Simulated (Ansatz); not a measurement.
**Molecular dynamics of N**

Input:

```yaml
crystal:
  lattice:
    - [6.791107, 0.0, 0.0]
    - [0.0, 6.791107, 0.0]
    - [0.0, 0.0, 6.791107]
  atoms:
    - { symbol: "N", position: [0.50172665, 0.96662447, 0.65498927] }
    - { symbol: "N", position: [0.65029326, 0.97295122, 0.59445062] }
    - { symbol: "N", position: [0.35626457, 0.18237072, 0.34870879] }
    - { symbol: "N", position: [0.21763414, 0.25946716, 0.30890329] }
    - { symbol: "N", position: [0.73628006, 0.4026335, 0.88657213] }
    - { symbol: "N", position: [0.60327041, 0.43102788, 0.7973878] }
    - { symbol: "N", position: [0.35599108, 0.72115405, 0.10043665] }
    - { symbol: "N", position: [0.47746366, 0.68058656, 0.20140172] }
    - { symbol: "N", position: [0.14498103, 0.72256988, 0.64248166] }
    - { symbol: "N", position: [0.06670542, 0.60268608, 0.5706271] }
    - { symbol: "N", position: [0.90351484, 0.94153408, 1.0734081] }
    - { symbol: "N", position: [0.91458138, 0.99811053, 0.92971882] }
basis:
  ecutwfc: 420.0
kpoints:
  mp_grid: { grid: [1, 1, 1] }
hamiltonian:
  xc: pbe
scf:
  occupations: { method: fermi_dirac, width: 0.02 }
  lower_state_search: "off"
md:
  timestep: 1.5
  n_steps: 400
  ensemble: nvt_langevin
  temperature: 300.0
  initial_velocities: maxwell_boltzmann
  seed: 930806
  friction: 0.05
```

Run as:

```bash
$ ansatz run input.yaml --threads 1 --pin off --max-ram 3072MiB --backend cpu --events-out ev --progress --plain --runs-dir out
```

It goes on from the last frame of an earlier run, with new velocities.

Output, in part (step lines):

```
md step     0: t =     0.00 fs  T =   275.0 K  F+E_penalty+E_count = -4607.67971234 eV  E_kin = 0.426558 eV  (9 SCF iters)
md step     1: t =     1.50 fs  T =   294.6 K  F+E_penalty+E_count = -4607.68596263 eV  E_kin = 0.456993 eV  (9 SCF iters)
md step     2: t =     3.00 fs  T =   448.0 K  F+E_penalty+E_count = -4607.81465355 eV  E_kin = 0.694956 eV  (9 SCF iters)
md step     3: t =     4.50 fs  T =   415.8 K  F+E_penalty+E_count = -4607.80540698 eV  E_kin = 0.644985 eV  (10 SCF iters)
md step     4: t =     6.00 fs  T =   376.8 K  F+E_penalty+E_count = -4607.71214854 eV  E_kin = 0.584390 eV  (9 SCF iters)
md step     5: t =     7.50 fs  T =   387.6 K  F+E_penalty+E_count = -4607.62650693 eV  E_kin = 0.601217 eV  (9 SCF iters)
md step     6: t =     9.00 fs  T =   361.7 K  F+E_penalty+E_count = -4607.66583188 eV  E_kin = 0.561101 eV  (8 SCF iters)
md step     7: t =    10.50 fs  T =   425.0 K  F+E_penalty+E_count = -4607.81662094 eV  E_kin = 0.659245 eV  (7 SCF iters)
[... lines left out ...]
md step   399: t =   598.50 fs  T =   341.7 K  F+E_penalty+E_count = -4607.91531811 eV  E_kin = 0.530065 eV  (8 SCF iters)
md step   400: t =   600.00 fs  T =   385.5 K  F+E_penalty+E_count = -4607.94784973 eV  E_kin = 0.597955 eV  (9 SCF iters)
```

The steps, from the saved trajectory:

```json
{"time (fs)": "0.0", "T (K)": "275", "potential energy less start (eV)": "0.000"}
{"time (fs)": "19.5", "T (K)": "383", "potential energy less start (eV)": "-0.158"}
{"time (fs)": "39.0", "T (K)": "312", "potential energy less start (eV)": "-0.089"}
{"time (fs)": "58.5", "T (K)": "321", "potential energy less start (eV)": "-0.105"}
{"time (fs)": "78.0", "T (K)": "361", "potential energy less start (eV)": "-0.067"}
{"time (fs)": "97.5", "T (K)": "298", "potential energy less start (eV)": "-0.071"}
{"time (fs)": "117.0", "T (K)": "177", "potential energy less start (eV)": "-0.095"}
{"time (fs)": "136.5", "T (K)": "285", "potential energy less start (eV)": "-0.103"}
{"time (fs)": "156.0", "T (K)": "427", "potential energy less start (eV)": "-0.037"}
{"time (fs)": "175.5", "T (K)": "297", "potential energy less start (eV)": "-0.161"}
{"time (fs)": "195.0", "T (K)": "337", "potential energy less start (eV)": "-0.248"}
{"time (fs)": "214.5", "T (K)": "327", "potential energy less start (eV)": "-0.245"}
{"time (fs)": "234.0", "T (K)": "222", "potential energy less start (eV)": "-0.215"}
{"time (fs)": "253.5", "T (K)": "297", "potential energy less start (eV)": "-0.259"}
{"time (fs)": "273.0", "T (K)": "170", "potential energy less start (eV)": "-0.215"}
{"time (fs)": "292.5", "T (K)": "377", "potential energy less start (eV)": "-0.267"}
{"time (fs)": "312.0", "T (K)": "227", "potential energy less start (eV)": "-0.196"}
{"time (fs)": "331.5", "T (K)": "353", "potential energy less start (eV)": "-0.255"}
{"time (fs)": "351.0", "T (K)": "273", "potential energy less start (eV)": "-0.212"}
{"time (fs)": "370.5", "T (K)": "256", "potential energy less start (eV)": "-0.199"}
{"time (fs)": "390.0", "T (K)": "325", "potential energy less start (eV)": "-0.224"}
{"time (fs)": "409.5", "T (K)": "389", "potential energy less start (eV)": "-0.231"}
{"time (fs)": "429.0", "T (K)": "391", "potential energy less start (eV)": "-0.236"}
{"time (fs)": "448.5", "T (K)": "383", "potential energy less start (eV)": "-0.204"}
{"time (fs)": "468.0", "T (K)": "237", "potential energy less start (eV)": "-0.146"}
{"time (fs)": "487.5", "T (K)": "253", "potential energy less start (eV)": "-0.113"}
{"time (fs)": "507.0", "T (K)": "277", "potential energy less start (eV)": "-0.287"}
{"time (fs)": "526.5", "T (K)": "190", "potential energy less start (eV)": "-0.250"}
{"time (fs)": "546.0", "T (K)": "335", "potential energy less start (eV)": "-0.265"}
{"time (fs)": "565.5", "T (K)": "264", "potential energy less start (eV)": "-0.314"}
{"time (fs)": "585.0", "T (K)": "245", "potential energy less start (eV)": "-0.238"}
```

The run went to its last step. A run of 0.6 ps of so small a system gives no equilibrium averages. Limits of this set-up: coarse k mesh.

Mean squared displacements from the first frame to the last, about the centre of mass: N 0.40 Å².

Last frame:

```xyz
12
Lattice="6.7911 0.0000 0.0000 0.0000 6.7911 0.0000 0.0000 0.0000 6.7911" Properties=species:S:1:pos:R:3
N 4.281 6.560 4.604
N 4.385 6.172 3.599
N 2.191 1.189 2.901
N 2.409 1.970 2.151
N 4.693 3.112 5.498
N 3.788 2.473 5.442
N 2.748 5.254 0.684
N 3.350 4.676 1.404
N 1.089 4.793 3.937
N 0.435 3.931 3.729
N 6.221 7.168 7.833
N 6.405 6.633 6.896
```

Run time: 7.1 min on 1 thread of Arm Neoverse V2 (shared host), peak memory 0.34 GiB.
